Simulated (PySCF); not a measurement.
Be(SMe)(OSiH3) (CH6BeOSSi), SMILES C[S][Be][O][SiH3]. Atoms are numbered in the order given.

```xyz
11

Be    -0.0590     0.3864    -0.1304
S     -1.5276     1.5711     0.1392
C     -2.6310     0.5121     1.1799
H     -2.9492    -0.4013     0.6427
H     -3.5297     1.1187     1.4000
H     -2.1517     0.2376     2.1386
O      1.0466    -0.4852    -0.3426
Si     2.3260    -1.5219    -0.5881
H      1.8437    -2.7861    -1.2460
H      2.9650    -1.8703     0.7286
H      3.3498    -0.8666    -1.4736
```
Charge 0, spin multiplicity 1.

Geometry optimised at PBE-D3(BJ)/def2-SVP. The structure was generated by enumeration; whether it is a known compound was not checked. One conformer was computed; it need not be the lowest.

These are PBE/pcSseg-1 (PySCF) values and carry that method's errors.

GIAO shieldings, no solvent; atoms alike by connectivity are averaged. δ = σ(ref) − σ: ³³S against H2S (σ = 706.5 ppm); ¹³C against TMS (σ = 182.0 ppm); ¹H against TMS (σ = 31.49 ppm); ¹⁷O against H2O (σ = 334.3 ppm); ²⁹Si against TMS (σ = 335.4 ppm), references at their B3LYP-D3(BJ)/def2-TZVP geometries, non-relativistic.

Computed chemical shifts:
| nucleus | atoms | count | δ (ppm) |
|---|---|---|---|
| ³³S | S2 | 1 | 2.2 |
| ¹³C | C3 | 1 | 14.5 |
| ¹H | H9, H10, H11 | 3 | 5.76 |
| ¹H | H4, H5, H6 | 3 | 2.52 |
| ¹⁷O | O7 | 1 | 58.0 |
| ²⁹Si | Si8 | 1 | -37.8 |
